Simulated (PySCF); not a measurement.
CH8N2Si2, SMILES C1N[Si@@H]([SiH2]1)N. Atoms are numbered in the order given.

```xyz
13

N      2.0257    -1.0370     0.6206
Si     0.5199    -0.7921    -0.1745
N     -0.8263    -0.5421     0.8992
C     -1.5903     0.6453     0.5189
Si    -0.3946     1.2592    -0.8636
H      2.4180    -0.3638     1.2674
H      2.7241    -1.6666     0.2458
H      0.4642    -1.9496    -1.1279
H     -1.1863    -1.1363     1.6397
H     -1.7135     1.3663     1.3484
H     -2.5994     0.4199     0.1245
H      0.3143     2.5304    -0.5088
H     -1.0299     1.4425    -2.2071
```

The structure is a stationary point at PBE0-D3(BJ)/def2-SVP. The structure was generated by enumeration; whether it is a known compound was not checked. Other conformers were not sampled.

Method: M06-2X/def2-TZVP in PySCF.

Atomic charges (e):

| atom | Mulliken | IAO |
|---|---|---|
| N1 | -0.67 | -0.87 |
| Si2 | ___ | 0.92 |
| N3 | -0.47 | -0.70 |
| C4 | -0.27 | -0.41 |
| Si5 | ___ | 0.41 |
| H6 | ___ | 0.27 |
| H7 | ___ | 0.27 |
| H8 | -0.05 | -0.17 |
| H9 | ___ | 0.25 |
| H10 | ___ | 0.13 |
| H11 | ___ | 0.13 |
| H12 | -0.02 | -0.11 |
| H13 | -0.02 | -0.11 |

**Question.** Some entries are withheld; supply them. (The exact figures need the calculation; the answer reports its results.)

**Answer.** 
- Si2, Mulliken: 0.43
- Si5, Mulliken: 0.08
- H6, Mulliken: 0.25
- H7, Mulliken: 0.25
- H9, Mulliken: 0.22
- H10, Mulliken: 0.13
- H11, Mulliken: 0.13

Computed Mayer and Wiberg (Löwdin basis) orders of the bonds:
| bond | Mayer | Wiberg |
|---|---|---|
| N1–Si2 | 1.12 | 1.56 |
| Si2–N3 | 1.15 | 1.39 |
| N3–C4 | 0.92 | 1.36 |
| Si2–Si5 | 0.94 | 1.00 |
| C4–Si5 | 0.90 | 1.10 |
| N1–H6 | 0.91 | 0.96 |
| N1–H7 | 0.91 | 0.96 |
| Si2–H8 | 0.94 | 0.91 |
| N3–H9 | 0.91 | 0.91 |
| C4–H10 | 0.95 | 0.89 |
| C4–H11 | 0.95 | 0.89 |
| Si5–H12 | 0.95 | 0.94 |
| Si5–H13 | 0.95 | 0.95 |
